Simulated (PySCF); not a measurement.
## Spin-orbit coupling and the third ionisation energy along the second row

Two-component X2C-1e calculated with PySCF 2.14: MP2 on generalised Hartree-Fock spinors (GMP2), with spin-orbit coupling off and on (screened by Boettger's factors); no Breit or QED terms. Values in eV; the references (NIST) lie between the lowest levels. Elements whose determinants are no pure J levels are left out.

```csv
element,configurations,spin-free,with spin-orbit,shift,reference
"B (x2c-QZVPPall-2c, 1s2 frozen)",[He] 2s1 → 1s2,37.829,37.829,0.000,37.931
"C (x2c-QZVPPall-2c, 1s2 frozen)",[He] 2s2 → [He] 2s1,47.022,47.022,0.000,47.888
"N (x2c-QZVPPall-2c, 1s2 frozen)",[He] 2s2 2p1 → [He] 2s2,47.518,47.532,0.014,47.445 (s)
"Ne (x2c-QZVPPall-2c, 1s2 frozen)",[He] 2s2 2p4 → [He] 2s2 2p3,63.142,63.183,0.040,63.423
```

What remains against the references is mostly the basis and correlation beyond MP2. References marked (s) are semi-empirical, (t) theoretical.
